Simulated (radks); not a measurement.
The mean radii <r> (bohr) of the occupied orbitals of an atom or ion are listed with their occupations. Calculated with a radial shooting solver on a logarithmic mesh with Libxc functionals: scalar-relativistic Kohn-Sham, SCAN, spin-polarised, spherical densities, finite nucleus; meta-GGA in the generalised Kohn-Sham scheme; Fermi nuclear charge, rms radius of each element as measured or else 0.836 A^(1/3) + 0.57 fm.

| orbital | occ. | <r> |
|---|---|---|
| 1s | 2 | 0.03186 |
| 2s | 2 | 0.1382 |
| 2p | 6 | 0.1206 |
| 3s | 2 | 0.3783 |
| 3p | 6 | 0.3781 |
| 3d | 10 | 0.3576 |
| 4s | 2 | 0.9502 |
| 4p | 6 | 1.046 |
| 4d | 10 | 1.579 |

Name the element and its charge. Open shells, if any, are filled with parallel spins first.

Answer. Z = 46, palladium, charge 0: Pd in [Kr] 4d10. The 1s radius gives Z: for a bare nucleus <r> = (2 gamma + 1)/(2Z) with gamma = sqrt(1 - (Z/c)^2), 0.03135 bohr for Z = 46, and screening makes it slightly larger (0.03186 here). The occupations add up to 46, and the charge is Z minus that.
